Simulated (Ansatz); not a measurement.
`[CH3][Ta]([NH2])(=[O])[F]` + H₂O → `[NH2][Ta](=[O])([OH])[F]` + CH₄ at 500 K and 1 bar (formal hydrolysis of a Ta–C bond).

Isolated molecules relaxed with PBE0-D4/def2-TZVP in Ansatz; ΔE leaves out vibrations. CCSD(T)/CBS adds triple-zeta CCSD(T) − MP2 to the extrapolated MP2 energy (def2 sets, frozen cores). This one scheme is used for every species. def2 core potentials past Kr. For Ta outer-core shells are correlated without core-valence functions, which leaves a few kJ/mol of doubt a bond. One conformer a species, not always the lowest.

| species | CCSD(T)/CBS energy (Eh) | H − E (kJ/mol) | S (J/(mol·K)) |
| --- | --- | --- | --- |
| `[CH3][Ta]([NH2])(=[O])[F]` | -327.79750 | 223.1 | 439.8 |
| H₂O | -76.37941 | 73.2 | 206.3 |
| `[NH2][Ta](=[O])([OH])[F]` | -363.77097 | 161.6 | 418.9 |
| CH₄ | -40.46206 | 135.6 | 206.8 |

H − E and S are ideal-gas, rigid-rotor, harmonic terms from PBE0-D4/def2-TZVP, for one conformer and one mirror image of each species. 1 Eh = 2625.50 kJ/mol, R = 8.31446 J/(mol·K).

Q: By hand: ΔE, ΔH, ΔS and ΔG.

A: ΔE = (-363.77097) + (-40.46206) − (-327.79750) − (-76.37941) = -0.05612 Eh = -147.3 kJ/mol. Δ(H − E) = 161.6 + 135.6 − 223.1 − 73.2 = 0.9, so ΔH = -146.4 kJ/mol. ΔS = 418.9 + 206.8 − 439.8 − 206.3 = -20.4 J/(mol·K). ΔG = -146.4 − 500 × (-20.4)/1000 = -136.2 kJ/mol.

Q: By hand: the equilibrium constant, and the temperature at which ΔG would vanish if ΔH and ΔS stayed fixed.

A: log₁₀ K = −ΔG/(RT ln 10) = 14.2. ΔG = 0 at ΔH/ΔS = 7176 K, far beyond where these terms or the molecules hold.

ΔH outweighs TΔS. A doubt of 5 kJ/mol in ΔE shifts log₁₀ K by 0.5 here. Other conformers and mirror images would add mixing entropy, several J/(mol·K) or more a flexible species. These are equilibria of isolated gas molecules and say nothing of rates. Largest T1 diagnostic: 0.020 (customary marks: 0.02 for closed shells, 0.045 for open ones).
